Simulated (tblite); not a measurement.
Record of a relaxation.

Species: C4H12GaNSi2.
Numbering: `[CH3:1][C:2]#[C:3][SiH2:4][C@@H:5]([GaH2:6])[NH:7][SiH3:8]` (hydrogens: H9, H10, H11 on C1; H12, H13 on Si4; H14 on C5; H15, H16 on Ga6; H17 on N7; H18, H19, H20 on Si8)

Computed with GFN2-xTB (tblite), gas phase: L-BFGS steps from a force-field or distance-geometry start until the largest atomic force falls under 0.01 eV/Å. 10 of its 234 geometries are shown.

Step 0: E = -602.1161 eV, largest atomic force 2.939 eV/Å
```
atom  x, y, z in Å  |  force x, y, z in eV/Å
C1      4.446    0.385   -0.328   -0.771   0.176  -0.156
C2      2.988    0.216   -0.547    2.562   0.340   0.121
C3      1.819    0.044   -0.704   -1.362  -0.134  -0.235
Si4     0.011   -0.228   -0.978    0.912   0.265  -0.131
C5     -0.729   -0.479    0.724   -0.418   1.405   0.404
Ga6    -1.703    1.438    1.026    0.649  -1.350  -2.103
N7     -1.887   -1.309    0.746   -1.788  -1.576  -0.889
Si8    -3.251   -0.721   -0.226    0.208  -1.256   0.814
H9      5.022   -0.286   -0.990   -0.357   0.088   0.497
H10     4.771    1.415   -0.578   -0.358  -0.499   0.294
H11     4.607    0.176    0.743    0.297   0.070  -0.561
H12    -0.621    0.943   -1.588    0.146   0.044  -0.379
H13    -0.139   -1.390   -1.825   -0.132  -0.444  -0.224
H14     0.008   -0.681    1.512   -0.211  -0.335   0.010
H15    -1.021    2.258    1.969    0.788   1.698   2.266
H16    -1.533    2.316   -0.367   -0.703   0.075   0.170
H17    -1.711   -2.329    0.629    0.028   0.797   0.141
H18    -4.122    0.056    0.688    0.119   0.303   0.224
H19    -4.091   -1.874   -0.633    0.403   0.098   0.099
H20    -2.870    0.059   -1.384   -0.011   0.235  -0.363
```

Step 26: E = -603.4027 eV, largest atomic force 0.167 eV/Å
```
atom  x, y, z in Å  |  force x, y, z in eV/Å
C1      4.503    0.398   -0.297   -0.038  -0.001   0.004
C2      3.087    0.175   -0.504    0.085   0.006  -0.094
C3      1.919   -0.027   -0.724   -0.005   0.067   0.002
Si4     0.129   -0.306   -1.093    0.131   0.020  -0.101
C5     -0.783   -0.363    0.597    0.001   0.033   0.016
Ga6    -1.361    1.550    1.040    0.018  -0.038   0.087
N7     -1.951   -1.238    0.541   -0.005   0.067   0.061
Si8    -3.407   -0.732   -0.199   -0.066  -0.055  -0.004
H9      5.078   -0.269   -0.942   -0.039   0.012   0.080
H10     4.761    1.428   -0.549   -0.045  -0.029   0.031
H11     4.764    0.212    0.745    0.015  -0.006  -0.053
H12    -0.366    0.772   -1.977    0.005  -0.054   0.057
H13    -0.025   -1.621   -1.741    0.005   0.014  -0.009
H14    -0.079   -0.750    1.350   -0.040  -0.021   0.086
H15    -1.175    2.372    2.414   -0.021  -0.119  -0.092
H16    -1.952    2.449   -0.114   -0.038   0.082  -0.074
H17    -1.691   -2.213    0.482   -0.002   0.003  -0.050
H18    -4.074    0.208    0.740    0.090   0.025   0.027
H19    -4.123   -1.990   -0.387   -0.079  -0.028   0.043
H20    -3.260   -0.046   -1.496    0.028   0.022  -0.018
```

Step 52: E = -603.4513 eV, largest atomic force 0.077 eV/Å
```
atom  x, y, z in Å  |  force x, y, z in eV/Å
C1      4.543    0.421   -0.278   -0.014  -0.010  -0.009
C2      3.136    0.208   -0.538    0.009  -0.002   0.027
C3      1.965    0.012   -0.747   -0.011   0.028   0.005
Si4     0.190   -0.341   -1.119    0.046  -0.003  -0.048
C5     -0.792   -0.359    0.532    0.025  -0.041   0.002
Ga6    -1.435    1.521    0.998    0.013   0.002  -0.013
N7     -1.948   -1.252    0.453   -0.034  -0.005   0.009
Si8    -3.450   -0.716   -0.153   -0.038   0.063  -0.022
H9      5.134   -0.251   -0.899    0.008   0.001   0.010
H10     4.821    1.450   -0.509   -0.034  -0.009   0.011
H11     4.763    0.220    0.771   -0.002   0.014  -0.020
H12    -0.343    0.671   -2.048   -0.010   0.008  -0.016
H13     0.107   -1.688   -1.719   -0.004   0.021   0.005
H14    -0.126   -0.737    1.325    0.030  -0.010   0.039
H15    -1.321    2.180    2.440   -0.008   0.001   0.026
H16    -1.986    2.536   -0.089    0.027  -0.021  -0.033
H17    -1.676   -2.213    0.290    0.003  -0.012  -0.010
H18    -3.843    0.375    0.792   -0.016  -0.010   0.022
H19    -4.310   -1.895   -0.103    0.021   0.007   0.023
H20    -3.434   -0.132   -1.510   -0.011  -0.019  -0.009
```

Step 78: E = -603.4652 eV, largest atomic force 0.037 eV/Å
```
atom  x, y, z in Å  |  force x, y, z in eV/Å
C1      4.525    0.456   -0.249    0.002   0.001  -0.001
C2      3.122    0.238   -0.522    0.006  -0.004   0.013
C3      1.953    0.048   -0.753    0.007  -0.007   0.004
Si4     0.192   -0.354   -1.145    0.027   0.000  -0.025
C5     -0.771   -0.427    0.517    0.006   0.031  -0.008
Ga6    -1.364    1.477    0.969    0.009  -0.001  -0.005
N7     -1.961   -1.272    0.428    0.003  -0.003   0.010
Si8    -3.471   -0.681   -0.105    0.004   0.018  -0.002
H9      5.126   -0.213   -0.864   -0.001  -0.002  -0.010
H10     4.800    1.485   -0.477   -0.024   0.011  -0.004
H11     4.741    0.258    0.800   -0.025   0.004   0.008
H12    -0.379    0.666   -2.045    0.002  -0.009  -0.016
H13     0.151   -1.685   -1.784   -0.015   0.017   0.018
H14    -0.104   -0.850    1.289   -0.027   0.000  -0.004
H15    -1.424    2.147    2.410    0.010  -0.009  -0.004
H16    -1.746    2.478   -0.203    0.017  -0.010   0.017
H17    -1.726   -2.234    0.222   -0.003  -0.018   0.010
H18    -3.779    0.446    0.829    0.015  -0.012   0.001
H19    -4.360   -1.829    0.051   -0.011   0.001  -0.010
H20    -3.530   -0.144   -1.481   -0.002  -0.009   0.008
```

Step 104: E = -603.4726 eV, largest atomic force 0.087 eV/Å
```
atom  x, y, z in Å  |  force x, y, z in eV/Å
C1      4.454    0.535   -0.201    0.016  -0.005   0.005
C2      3.076    0.231   -0.512   -0.080   0.000  -0.035
C3      1.930   -0.022   -0.791    0.076   0.019   0.012
Si4     0.181   -0.438   -1.213   -0.011  -0.002  -0.009
C5     -0.760   -0.478    0.461   -0.005  -0.005   0.006
Ga6    -1.236    1.448    0.949   -0.001  -0.002   0.000
N7     -1.979   -1.283    0.410    0.010   0.003   0.009
Si8    -3.486   -0.645   -0.070   -0.004  -0.021  -0.055
H9      5.112   -0.101   -0.792    0.015   0.008  -0.003
H10     4.666    1.579   -0.432    0.001  -0.006   0.002
H11     4.649    0.359    0.857   -0.006   0.005   0.012
H12    -0.364    0.579   -2.132   -0.017  -0.021   0.002
H13     0.120   -1.777   -1.831    0.009   0.013   0.010
H14    -0.094   -0.923    1.219    0.015  -0.015   0.003
H15    -1.351    2.049    2.416    0.014   0.006   0.002
H16    -1.451    2.533   -0.191   -0.005  -0.017   0.011
H17    -1.780   -2.255    0.210   -0.011  -0.006   0.010
H18    -3.696    0.518    0.840   -0.008   0.030   0.022
H19    -4.416   -1.751    0.147    0.001   0.018  -0.004
H20    -3.579   -0.144   -1.457   -0.009  -0.002   0.001
```

Step 129: E = -603.5019 eV, largest atomic force 0.093 eV/Å
```
atom  x, y, z in Å  |  force x, y, z in eV/Å
C1      4.021    0.899   -0.029    0.001  -0.016  -0.048
C2      2.768    0.376   -0.533    0.054   0.030   0.045
C3      1.746   -0.074   -0.992   -0.022  -0.030   0.016
Si4     0.096   -0.803   -1.403    0.007  -0.023   0.051
C5     -0.702   -0.800    0.347    0.014  -0.032  -0.048
Ga6    -0.560    1.155    0.929   -0.031   0.029   0.033
N7     -2.066   -1.306    0.414    0.034  -0.016   0.033
Si8    -3.416   -0.375   -0.056   -0.017   0.015   0.017
H9      4.861    0.384   -0.502   -0.069   0.045   0.044
H10     4.090    1.966   -0.243    0.014  -0.027   0.007
H11     4.069    0.750    1.051    0.029   0.012  -0.043
H12    -0.640    0.061   -2.338    0.020  -0.037  -0.020
H13     0.239   -2.179   -1.913    0.006   0.051  -0.030
H14    -0.062   -1.426    0.995   -0.063  -0.005   0.004
H15    -0.605    1.694    2.435    0.031  -0.026  -0.031
H16    -0.406    2.330   -0.122   -0.014  -0.009  -0.008
H17    -2.107   -2.311    0.295   -0.008   0.036   0.008
H18    -3.264    0.908    0.693    0.006  -0.049  -0.023
H19    -4.566   -1.181    0.357    0.039   0.031  -0.020
H20    -3.500   -0.059   -1.497   -0.032   0.020   0.012
```

Step 155: E = -603.5609 eV, largest atomic force 0.133 eV/Å
```
atom  x, y, z in Å  |  force x, y, z in eV/Å
C1      3.606    1.244    0.066   -0.014  -0.001  -0.016
C2      2.473    0.478   -0.410    0.039   0.030   0.041
C3      1.616   -0.200   -0.938   -0.085  -0.076  -0.057
Si4     0.105   -1.196   -1.403    0.035  -0.008  -0.023
C5     -0.758   -1.042    0.308   -0.056  -0.056   0.043
Ga6    -0.009    0.799    0.824   -0.015   0.069   0.052
N7     -2.192   -1.249    0.363    0.057   0.017   0.038
Si8    -3.311   -0.062   -0.131    0.003   0.102  -0.085
H9      4.520    0.847   -0.373    0.058   0.025  -0.003
H10     3.489    2.289   -0.220    0.010   0.020  -0.015
H11     3.675    1.186    1.153   -0.043  -0.027   0.015
H12    -0.628   -0.523   -2.483    0.052  -0.026   0.036
H13     0.544   -2.544   -1.797   -0.021   0.007  -0.009
H14    -0.274   -1.773    0.982    0.011   0.006  -0.028
H15     0.684    1.016    2.232    0.035   0.016   0.008
H16    -0.240    2.168    0.087   -0.017  -0.046  -0.037
H17    -2.463   -2.222    0.347    0.025  -0.037  -0.058
H18    -2.882    1.180    0.542   -0.003   0.033   0.055
H19    -4.598   -0.570    0.330   -0.066  -0.046   0.015
H20    -3.362    0.187   -1.590   -0.007  -0.004   0.027
```

Step 181: E = -603.5882 eV, largest atomic force 0.076 eV/Å
```
atom  x, y, z in Å  |  force x, y, z in eV/Å
C1      3.666    1.240    0.059   -0.055  -0.027   0.010
C2      2.533    0.464   -0.402    0.039  -0.048  -0.007
C3      1.671   -0.261   -0.853   -0.043   0.019  -0.060
Si4     0.140   -1.203   -1.362    0.040   0.014   0.001
C5     -0.773   -1.060    0.320   -0.021   0.009   0.030
Ga6    -0.101    0.828    0.767    0.011  -0.012   0.027
N7     -2.204   -1.293    0.313    0.012   0.006  -0.013
Si8    -3.331   -0.059   -0.043    0.018   0.013   0.019
H9      4.590    0.845   -0.364   -0.018   0.007  -0.020
H10     3.549    2.283   -0.238   -0.003  -0.010  -0.016
H11     3.723    1.190    1.146    0.001   0.015   0.041
H12    -0.543   -0.464   -2.432    0.024  -0.027  -0.012
H13     0.493   -2.565   -1.789    0.023   0.014   0.003
H14    -0.298   -1.781    1.011   -0.013  -0.006  -0.016
H15     0.615    1.213    2.128   -0.024   0.005  -0.024
H16    -0.371    2.061   -0.167   -0.007   0.002   0.003
H17    -2.450   -2.249    0.091    0.020   0.009   0.010
H18    -2.919    1.067    0.830   -0.018   0.012   0.005
H19    -4.619   -0.647    0.320   -0.011  -0.012  -0.004
H20    -3.377    0.400   -1.449    0.024   0.017   0.022
```

Step 207: E = -603.6093 eV, largest atomic force 0.024 eV/Å
```
atom  x, y, z in Å  |  force x, y, z in eV/Å
C1      3.529    1.282    0.086   -0.008   0.011   0.007
C2      2.463    0.446   -0.428   -0.009  -0.005  -0.011
C3      1.663   -0.296   -0.961    0.019   0.004  -0.005
Si4     0.176   -1.333   -1.399    0.013  -0.005   0.019
C5     -0.741   -1.093    0.276    0.000  -0.006   0.001
Ga6    -0.054    0.795    0.697    0.002   0.007  -0.001
N7     -2.179   -1.272    0.262   -0.003   0.002   0.007
Si8    -3.246    0.045    0.047    0.015   0.000   0.009
H9      4.495    0.929   -0.277    0.000  -0.006  -0.003
H10     3.378    2.313   -0.235   -0.005   0.000  -0.012
H11     3.520    1.252    1.176    0.005   0.000   0.009
H12    -0.524   -0.744   -2.546    0.000   0.003   0.002
H13     0.619   -2.705   -1.687   -0.008   0.001  -0.007
H14    -0.299   -1.822    0.980   -0.005   0.007  -0.006
H15     0.664    1.205    2.044   -0.009  -0.006  -0.001
H16    -0.393    2.022   -0.221   -0.002  -0.013   0.008
H17    -2.469   -2.205    0.006   -0.007   0.009   0.000
H18    -2.882    1.016    1.111    0.004  -0.005  -0.009
H19    -4.570   -0.550    0.222    0.003  -0.003  -0.005
H20    -3.153    0.726   -1.263   -0.004   0.005  -0.001
```

Step 233: E = -603.6106 eV, largest atomic force 0.009 eV/Å
```
atom  x, y, z in Å  |  force x, y, z in eV/Å
C1      3.478    1.312    0.081    0.002   0.001   0.001
C2      2.442    0.437   -0.431   -0.004   0.002  -0.001
C3      1.679   -0.341   -0.967   -0.003   0.000  -0.003
Si4     0.183   -1.366   -1.399    0.000  -0.001   0.006
C5     -0.733   -1.112    0.275    0.003   0.003   0.000
Ga6    -0.023    0.762    0.709    0.001   0.002  -0.005
N7     -2.174   -1.263    0.256   -0.003  -0.004  -0.003
Si8    -3.214    0.074    0.044   -0.001  -0.005  -0.008
H9      4.458    0.979   -0.259    0.002   0.000  -0.001
H10     3.302    2.331   -0.267    0.001  -0.005  -0.002
H11     3.453    1.306    1.173    0.001   0.005  -0.001
H12    -0.514   -0.766   -2.542    0.004   0.000   0.000
H13     0.602   -2.744   -1.693    0.001   0.002   0.000
H14    -0.307   -1.852    0.979   -0.001  -0.004  -0.001
H15     0.684    1.147    2.069    0.001   0.003   0.006
H16    -0.348    2.001   -0.194    0.001   0.000   0.004
H17    -2.482   -2.189   -0.005   -0.005   0.001  -0.001
H18    -2.829    1.035    1.109   -0.002  -0.001   0.004
H19    -4.548   -0.500    0.214    0.000   0.004   0.000
H20    -3.112    0.761   -1.264    0.002  -0.003   0.005
```

**Question.** Summarise the path.

**Answer.** The energy falls by 1.4945 eV from step 0 to step 233; nine tenths of that is first reached at step 66. It falls at every step. The largest force goes from 2.939 to 0.009 eV/Å. Among the bonds Ga6–H15 changes most, from 1.423 to 1.580 Å; the atoms move by 1.383 Å rms after alignment.

**Question.** Follow the three bonds and two angles with the largest change from start to end.

**Answer.** 
```tsv
step	E above end (eV)	largest force (eV/Å)	Ga6–H15 (Å)	C5–Ga6 (Å)	Ga6–H16 (Å)	Ga6–C5–N7 (°)	C2–C3–Si4 (°)
0	1.4945	2.939	1.423	2.171	1.656	98.5	179.0
10	0.3482	0.423	1.577	2.064	1.601	114.0	177.3
20	0.2371	0.166	1.587	2.055	1.594	110.1	177.5
30	0.1937	0.166	1.592	2.041	1.593	109.3	178.2
41	0.1690	0.098	1.590	2.037	1.588	108.8	176.7
51	0.1600	0.084	1.589	2.042	1.586	109.0	177.7
61	0.1515	0.047	1.591	2.041	1.589	108.9	175.4
71	0.1473	0.040	1.587	2.038	1.586	108.4	175.6
81	0.1446	0.055	1.591	2.042	1.590	108.5	176.6
91	0.1420	0.034	1.589	2.040	1.587	108.9	177.5
101	0.1387	0.038	1.590	2.042	1.587	109.3	179.1
111	0.1344	0.075	1.588	2.039	1.586	110.0	177.2
122	0.1214	0.124	1.592	2.042	1.590	110.5	173.4
132	0.1052	0.153	1.599	2.057	1.579	113.4	169.1
142	0.0892	0.124	1.601	2.056	1.577	114.3	168.4
152	0.0569	0.136	1.590	2.059	1.570	117.5	167.0
162	0.0396	0.081	1.577	2.059	1.571	118.4	168.2
172	0.0300	0.075	1.583	2.053	1.572	118.9	168.4
182	0.0216	0.060	1.585	2.054	1.569	118.1	170.2
192	0.0072	0.118	1.580	2.051	1.566	116.8	169.2
203	0.0018	0.037	1.580	2.054	1.568	116.5	166.0
213	0.0010	0.012	1.580	2.051	1.568	116.6	164.9
223	0.0004	0.022	1.581	2.051	1.568	116.3	163.9
233	0.0000	0.009	1.580	2.051	1.567	116.2	163.5
```

The cost below is that of the whole relaxation. Time: 4.2 s. Hardware: an Arm Neoverse N1 with one thread, shared host with 64 logical CPUs at a one-minute load of 58.
